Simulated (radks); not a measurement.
Task: The mean radii <r> (bohr) of the occupied orbitals of an atom or ion are listed with their occupations. All-electron calculation, scalar-relativistic Kohn-Sham, TASK exchange with Perdew-Wang LDA correlation, spin-unpolarised, spherical densities, finite nucleus; meta-GGA in the generalised Kohn-Sham scheme; Fermi nuclear charge, rms radius of each element as measured or else 0.836 A^(1/3) + 0.57 fm. Program: a radial shooting solver on a logarithmic mesh with Libxc functionals.

| orbital | occ. | <r> |
|---|---|---|
| 1s | 2 | 0.03521 |
| 2s | 2 | 0.1539 |
| 2p | 6 | 0.1341 |
| 3s | 2 | 0.4291 |
| 3p | 6 | 0.4305 |
| 3d | 10 | 0.4151 |
| 4s | 2 | 1.119 |
| 4p | 6 | 1.248 |
| 5s | 1 | 3.550 |
| 4d | 5 | 1.961 |

Name the element and its charge.

Result: Z = 42, molybdenum, charge 0: Mo in [Kr] 4d5 5s1. The 1s radius gives Z: for a bare nucleus <r> = (2 gamma + 1)/(2Z) with gamma = sqrt(1 - (Z/c)^2), 0.03457 bohr for Z = 42, and screening makes it slightly larger (0.03521 here). The occupations add up to 42, and the charge is Z minus that.
